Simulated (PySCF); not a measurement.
**TDDFT excited states: C3H12N2OSi**

Species: C3H12N2OSi.
InChI=1S/C3H12N2OSi/c1-3-6-7(2,4)5/h3-5H2,1-2H3

Computed with TDDFT CAM-B3LYP/def2-SVPD, vertical, gas phase, core orbitals frozen in the response in PySCF. Isolated species at its GFN2-xTB geometry (one conformer only). Torsions of this conformer, `[CH3:1][CH2:2][O:3][Si:4]([CH3:5])([NH2:6])[NH2:7]`: C1–C2–O3–Si4 88°, C2–O3–Si4–C5 -162°, H–N6–Si4–O3 68°, H–N6–Si4–O3 -159°, H–N7–Si4–O3 179°, H–N7–Si4–O3 44°.

```json
{"state": "S1", "E (eV)": "6.45", "λ (nm)": "192.1", "ν̃ (cm⁻¹)": "52050", "f": "0.056", "|μ| (D)": "1.51", "main configurations (H = HOMO, L = LUMO)": "H→L (84%)"}
{"state": "S2", "E (eV)": "6.71", "λ (nm)": "184.7", "ν̃ (cm⁻¹)": "54150", "f": "0.053", "|μ| (D)": "1.44", "main configurations (H = HOMO, L = LUMO)": "H-1→L (75%), H→L+2 (9%)"}
{"state": "S3", "E (eV)": "7.73", "λ (nm)": "160.5", "ν̃ (cm⁻¹)": "62310", "f": "0.016", "|μ| (D)": "0.74", "main configurations (H = HOMO, L = LUMO)": "H-2→L (63%)"}
{"state": "S4", "E (eV)": "7.78", "λ (nm)": "159.3", "ν̃ (cm⁻¹)": "62780", "f": "0.0059", "|μ| (D)": "0.45", "main configurations (H = HOMO, L = LUMO)": "H→L+2 (56%), H-2→L (11%), H-1→L (9%)"}
{"state": "S5", "E (eV)": "7.96", "λ (nm)": "155.7", "ν̃ (cm⁻¹)": "64210", "f": "0.0003", "|μ| (D)": "0.09", "main configurations (H = HOMO, L = LUMO)": "H→L+1 (26%), H-1→L+1 (22%)"}
{"state": "S6", "E (eV)": "8.09", "λ (nm)": "153.3", "ν̃ (cm⁻¹)": "65230", "f": "0.0041", "|μ| (D)": "0.36", "main configurations (H = HOMO, L = LUMO)": "H-3→L (43%), H-1→L+2 (27%)"}
{"state": "S7", "E (eV)": "8.20", "λ (nm)": "151.1", "ν̃ (cm⁻¹)": "66170", "f": "0.0094", "|μ| (D)": "0.55", "main configurations (H = HOMO, L = LUMO)": "H→L+1 (22%), H-1→L+1 (17%), H→L+4 (10%)"}
{"state": "S8", "E (eV)": "8.29", "λ (nm)": "149.6", "ν̃ (cm⁻¹)": "66840", "f": "0.032", "|μ| (D)": "1.00", "main configurations (H = HOMO, L = LUMO)": "H→L+3 (46%), H-4→L (12%), H-1→L+1 (11%)"}
```

Triplets (Tamm–Dancoff): T1 6.14 eV, H→L (78%); T2 6.36 eV, H-1→L (66%), H→L+2 (12%); T3 7.59 eV, H-2→L (53%).

The lowest singlet comes at 192 nm (623 kJ/mol) in the vacuum ultraviolet; it is of moderate strength; its leading configuration is HOMO→LUMO (84%). The lowest level is also the most intense of those listed (f = 0.056). Löwdin shares by element: HOMO nitrogen 65%, carbon 8% or more, silicon 7% (atoms not listed hold the other 20%); LUMO silicon 27%, hydrogen 18% or more, carbon 7% or more (atoms not listed hold the other 48%). Of the 8 states listed, 4 reach f = 0.01 and 1 stays under 0.0005. The listed states span 1.83 eV, and the widest gap between neighbours is 1.01 eV (S2 to S3). Orbital energies (eV): HOMO-3 -9.95, HOMO-2 -9.49, HOMO-1 -8.97, HOMO -8.63, LUMO 0.95, LUMO+1 1.84, LUMO+2 2.06. Only the lowest 8 singlets were computed, as vertical energies without vibronic structure.

The run took 70 s of wall time on one thread, Arm Neoverse V1 (aarch64), on a shared host, and the process peaked at 1.1 GiB of memory.
